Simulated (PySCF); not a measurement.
## Ionisation energy of Fe¹⁰⁺ by level of theory

Fe¹⁰⁺ [Ne] 3s2 3p4 [3p1/2^2 3p3/2^2, M_J = 2] → Fe¹¹⁺ [Ne] 3s2 3p3 [3p1/2^2 3p3/2^1, M_J = 3/2], as a difference of total energies. Calculation: PySCF 2.14, in an even-tempered Gaussian basis (20 s from 0.64 bohr⁻², ratio 2.4; 14 p from 0.83 bohr⁻², ratio 2.4; 5 d from 4.8 bohr⁻², ratio 2.6; 4 f from 7.2 bohr⁻², ratio 2.6); the two-component X2C-1e Hamiltonian. Correlated levels: 1s2 frozen; the 58 highest virtual spinors dropped. "Screened" scales the spin-orbit matrix elements by Boettger's factors to mimic the two-electron term; Breit and QED terms are absent.

```json
{"method": "GHF (spin-free)", "ionisation energy (eV)": "288.63"}
{"method": "GMP2 (spin-free)", "ionisation energy (eV)": "289.62"}
{"method": "GHF (screened spin-orbit)", "ionisation energy (eV)": "289.36"}
{"method": "GMP2 (screened spin-orbit)", "ionisation energy (eV)": "290.33"}
```

The labels give the starting determinants; with spin-orbit coupling the two ends relaxed to ⟨J²⟩ = 6.01, ⟨L²⟩ = 2.18, ⟨S²⟩ = 1.91 and ⟨J²⟩ = 3.75, ⟨L²⟩ = 0.04, ⟨S²⟩ = 3.69.

Problem. Which method comes closest to the reference value, and which is furthest?

Solution. The reference is 290.9 ± 0.4 eV (semi-empirical (NIST evaluation); NIST Atomic Spectra Database, ionization energies). Closest: GMP2 (screened spin-orbit) (error -0.570 eV); furthest: GHF (spin-free) (error -2.270 eV).
